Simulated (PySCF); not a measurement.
A compound of formula C20H16B2N2 has these computed shifts in ppm, with the number of atoms in brackets (GIAO KT3/pcSseg-1, gas phase, PySCF SCF with an in-house response code, fitting set def2-universal-JFIT, grid level 2, non-relativistic, on the GFN2-xTB geometry; 11B against isolated BF3·OEt2; 13C, 1H against isolated TMS; 15N against isolated NH3).

1H: 9.66 (1), 9.34 (1), 8.78 (1), 8.51 (1), 8.03 (1), 7.59 (1), 7.48 (1), 7.33 (1), 7.30 (1), 7.22 (1), 7.21 (1), 6.73 (1), 6.66 (1), 6.25 (1), 5.84 (1), 5.04 (1)
13C: 139.3 (1), 133.8 (1), 133.0 (1), 132.8 (1), 132.4 (1), 132.0 (1), 130.6 (1), 130.0 (1), 130.0 (1), 125.3 (1), 124.9 (1), 124.7 (1), 121.8 (1), 119.4 (1), 119.1 (1), 118.4 (1), 114.9 (1), 114.8 (1), 114.4 (1), 112.9 (1)
15N: 212.7 (1), 151.9 (1)
11B: 33.2 (1), 17.2 (1)

Q: Which structure gave them?

A: B1/C=C\c2ccc3c(c2/C=C\N1)=C1C=CC=CN1B1C=CC=CC=31. Other isomers were not compared.
